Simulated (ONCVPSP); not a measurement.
## What one change does to a pseudopotential (mercury, ONCV)

| Quantity | Value |
| --- | --- |
| Element | Hg (Z = 80) |
| Generator | ONCVPSP 4.0.1 |
| Type | optimised norm-conserving Vanderbilt (ONCV) |
| Functional | PBE |
| Relativity | non-relativistic |
| Frozen core | [Kr] 4d10 4f14 5s2 |
| Valence charge | 18 |
| Reference configuration | 5p6 5d10 6s1.5 (charge +0.5) |
| Partial waves | 6s: rc 2.50 bohr, ncon 3, nbas 7, qcut 2.6 1/bohr, 2 projectors, debl 1.9 Ha; 5p: rc 1.35 bohr, ncon 4, nbas 7, qcut 8.7 1/bohr, 1 projector; 5d: rc 1.70 bohr, ncon 5, nbas 10, qcut 8 1/bohr, 1 projector |
| Local potential | polynomial inside 1.00 bohr (lpopt 1, dvloc0 6 Ha) |
| Core correction | Teter function, fcfact 2.25, rcfact 1.45 |

Change: s: ncon 4, nbas 8.

Cutoffs: the cutoffs (Ha) at which the residual kinetic energy of the hardest occupied pseudo-wave falls to 1 and 0.1 mHa per electron; they do not see the model core or the augmentation charge, which bear on the density cutoff. Errors are all-electron minus pseudo energies relative to the spin-unpolarised reference configuration.

Problem. How do hardness, ghosts and transferability respond?

Solution. The potential gets neither clearly harder nor softer (32 Ha and 39 Ha → 32 Ha and 39 Ha); both files keep a bound ghost (s); of the 4 tests that both files solve, the error grows in 2 and shrinks in 1 by more than 15 % and 0.3 meV (median size 7.9 → 7.4 meV).

| quantity | base | changed |
| --- | --- | --- |
| cutoff, loose | 32 Ha | 32 Ha |
| cutoff, tight | 39 Ha | 39 Ha |
| loose cutoff by channel | s 3.9 Ha, p 32 Ha, d 22 Ha | s 4.4 Ha, p 32 Ha, d 22 Ha |
| bound ghosts | s | s |
| GHOST(+) flags under 300 eV | s at 86.2 eV | s at 90.2 eV |
| error for 5p6 5d10 6s2, meV [ΔE -3.47 eV] | -1.1 | -0.7 |
| error for 5p6 5d10 6s1, meV [ΔE 5.20 eV] | -0.7 | -1.1 |
| error for 5p6 5d10 6s0, meV [ΔE 21.20 eV] | -15 | -14 |
| error for 5p5 5d10 6s2, meV [ΔE 64.64 eV] | -69 | -88 |
| s: phases at 2.54 bohr within 0.05 rad from the reference energy up to (Ha; the scan ends near 5) | 2.5 | 2.5 |
| p: phases at 1.37 bohr within 0.05 rad from the reference energy up to (Ha; the scan ends near 5) | 1.6 | 1.6 |
| d: phases at 1.72 bohr within 0.05 rad from the reference energy up to (Ha; the scan ends near 5) | 2.4 | 2.4 |
| rms error of d²Exc/dni dnj with the model core, mHa | 0.88 | 0.88 |

 A true bound ghost makes a file unfit for plane-wave use even where its test errors are small: the radial tests pick states by their node count and pass the ghost by.
